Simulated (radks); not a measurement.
The numbers below are computed, except where a source is named.
Species: Ce XXIX. Configuration: [Ar] 3d10 4s2.

Level of theory: Dirac Kohn-Sham, PBE, spin-unpolarised, spherical densities, finite nucleus; Fermi nuclear charge, rms radius 4.8771 fm (a radial shooting solver on a logarithmic mesh with Libxc functionals).

Energy parts (eV):
total: -230453.16
kinetic: 247883.58
electron-nucleus: -531137.13
Hartree: 57612.89
exchange-correlation: -4812.50

Orbitals (lengths in bohr, moments of r in powers of bohr; <r^-3> diverges for s and p1/2; r(max) is where P^2 peaks; r(90%) holds 90 % of the orbital's charge):
orbital  occ.  eigenvalue (eV)      <r^2>   r(max)  <r^-3>  r(90%)
1s1/2       2        -41202.74  0.0008207  0.01574       -  0.0443
2s1/2       2        -7386.012    0.01295  0.08913       -   0.162
2p1/2       2        -7032.225   0.009487  0.06789       -   0.144
2p3/2       4        -6583.599    0.01074  0.07313    7119   0.152
3s1/2       2        -2276.849    0.08579   0.2527       -   0.402
3p1/2       2        -2127.826    0.08034   0.2391       -   0.394
3p3/2       4        -2036.360    0.08722   0.2501    1493   0.410
3d3/2       4        -1779.439    0.07011   0.1999   247.5   0.381
3d5/2       6        -1759.393    0.07202   0.2030   225.2   0.385
4s1/2       2        -1047.550     0.3568   0.5518       -   0.797

The highest occupied level is 4s1/2 at -1047.5 eV. The electron density at the nucleus is 3.837e+05 e/bohr^3.
